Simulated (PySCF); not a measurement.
# Dipole response of Br⁻ (bromine, charge -1)

[Kr], closed-shell 1S. Calculation: PySCF 2.14, in x2c-TZVPPall with one added diffuse shell each of s, p, d type (7s6p5d1f, 57 functions); the spin-free X2C one-electron Hamiltonian (Gaussian nucleus). Coupled (time-dependent) response in atomic units; α is the mean over directions.

| method | mean α (bohr³) | C₆ (like pair) | S(−4) |
| --- | --- | --- | --- |
| UHF | 37.10 | 408.5 | 284.7 |
| PBE0 | 41.24 | 470.9 | 367.7 |
| wB97X-V | 40.10 | 452.0 | 347.1 |
| HSE06 | 41.59 | 476.3 | 374.7 |

S(−4) is the Cauchy moment in α(ω) = α(0) + S(−4) ω² + …

α(iu) at PBE0:

```json
{"u (hartree)": "0", "α(iu) (bohr³)": "41.24"}
{"u (hartree)": "0.0500", "α(iu) (bohr³)": "40.35"}
{"u (hartree)": "0.100", "α(iu) (bohr³)": "37.94"}
{"u (hartree)": "0.200", "α(iu) (bohr³)": "30.98"}
{"u (hartree)": "0.300", "α(iu) (bohr³)": "24.19"}
{"u (hartree)": "0.500", "α(iu) (bohr³)": "14.86"}
{"u (hartree)": "0.750", "α(iu) (bohr³)": "8.897"}
{"u (hartree)": "1.00", "α(iu) (bohr³)": "5.862"}
{"u (hartree)": "1.50", "α(iu) (bohr³)": "3.078"}
{"u (hartree)": "2.00", "α(iu) (bohr³)": "1.895"}
{"u (hartree)": "3.00", "α(iu) (bohr³)": "0.9374"}
{"u (hartree)": "5.00", "α(iu) (bohr³)": "0.3787"}
```

A single London oscillator, α(iu) = α/(1 + u²/ω²), gives C₆ = (3/4) ω α². Matching the computed C₆ needs ω = 4 × 470.9 / (3 × 41.24²) = 0.369 hartree.

For an ion, C₆ is the dispersion term alone; charge-induced terms of lower order in 1/R come first.
